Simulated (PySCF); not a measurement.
Basis-set dependence of Pb2 at PBE0

PySCF, UKS reference; triplet, unpaired electrons π ↑↑; De to Pb + Pb without counterpoise correction.

| basis | relativity | functions | Re (Å) | ωe (cm⁻¹) | De (eV) |
| --- | --- | --- | --- | --- | --- |
| cc-pVDZ-PP | scalar-relativistic core potentials | 46 | 2.892 | 141 | 2.13 |
| def2-SVP | scalar-relativistic core potentials | 52 | 2.891 | 141 | 2.14 |
| cc-pVTZ-PP | scalar-relativistic core potentials | 78 | 2.877 | 140 | 2.17 |

(1) How does each smaller set differ from the one with most functions, cc-pVTZ-PP?

Spin–orbit coupling is left out, which matters for elements this heavy, above all for dissociation energies. The state was picked by a PBE0 search and need not be the measured ground state.

Results:

(1) cc-pVDZ-PP: +1.5 pm, +0.7 % in ωe, -0.04 eV in De; def2-SVP: +1.4 pm, +0.7 % in ωe, -0.03 eV in De. All at PBE0; the set with most functions is neither the basis-set limit nor always the best.
